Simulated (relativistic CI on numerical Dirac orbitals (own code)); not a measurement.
# d1 to d9 in one tetrahedral field

Computed with a parametric ligand-field model without spin-orbit coupling, by exact diagonalisation: B = 850, C = 3260, 10Dq = -5100 cm⁻¹ (Td; |10Dq|/B = 6.0) for every shell. Energies in cm⁻¹; the field energy is (0.6 n_e − 0.4 n_t2) × 10Dq of the ground term; g labels are left out.

| Shell | Ground term | Electrons in e | Field energy | First spin-allowed bands | Lowest term of other spin |
| --- | --- | --- | --- | --- | --- |
| d1 | 2E | 1.000 | -3060 | 2T2 5100 |  |
| d2 | 3A2 | 2.000 | -6120 | 3T2 5100, 3T1 8768 | 1E 12584 |
| d3 | 4T1 | 1.890 | -3521 | 4T2 4339, 4A2 9439 | 2E 10574 |
| d4 | 5T2 | 2.000 | -2040 | 5E 5100 | 3T1 13098 |
| d5 | 6A1 | 2.000 | 0 | none | 4T1 21626 |
| d6 | 5E | 3.000 | -3060 | 5T2 5100 | 3T1 13624 |
| d7 | 4A2 | 4.000 | -6120 | 4T2 5100, 4T1 8768 | 2E 15107 |
| d8 | 3T1 | 3.890 | -3521 | 3T2 4339, 3A2 9439 | 1T2 11903 |
| d9 | 2T2 | 4.000 | -2040 | 2E 5100 |  |

Every shell keeps the spin of the free ion. Tetrahedral fields of 3d complexes are almost always too weak to pair spins. High-spin d^(n+5) repeats the spin-allowed bands of d^n, since the half-filled shell is spherical.
